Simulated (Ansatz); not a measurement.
CH5ClN2Si, SMILES `N/C(Cl)=N/[SiH3]`, relaxed with RKS PBE-D4/def2-SVP in Ansatz from a rough embedded geometry. The force threshold is 0.03 eV/Å; the program also tests the step.

Total charge 0; spin multiplicity 1.

Start:

```xyz
10

N    -2.039    0.359    0.291
C    -0.848    0.112   -0.176
Cl   -0.820    0.054   -1.890
N     0.159   -0.102    0.694
Si    1.749   -0.428    0.130
H    -2.051    0.767    1.267
H    -2.650    0.929   -0.310
H     2.240    0.632   -0.707
H     1.672   -1.751   -0.612
H     2.588   -0.572    1.312
```

```tsv
step	energy (eV)	largest force (eV/Å)	largest move (Å)
1	-24475.1926	4.724	0.000
2	-24475.6704	2.291	0.107
3	-24475.7782	0.943	0.049
4	-24475.7910	0.479	0.068
5	-24475.8224	0.328	0.078
6	-24475.8330	0.095	0.092
7	-24475.8342	0.067	0.025
8 (rejected)	-24475.8332	0.275	0.034
9	-24475.8344	0.032	0.017
10	-24475.8346	0.029	0.013
```

End:

```xyz
10

N    -2.073    0.566    0.333
C    -0.841    0.214   -0.108
Cl   -0.869    0.112   -1.946
N     0.178   -0.019    0.597
Si    1.794   -0.483    0.118
H    -2.209    0.696    1.335
H    -2.822    0.773   -0.324
H     2.426    0.560   -0.767
H     1.797   -1.805   -0.604
H     2.618   -0.613    1.366
```

Run time 10 s (4 threads of an AMD EPYC 7B13 on a shared host); peak host memory 0.17 GiB.
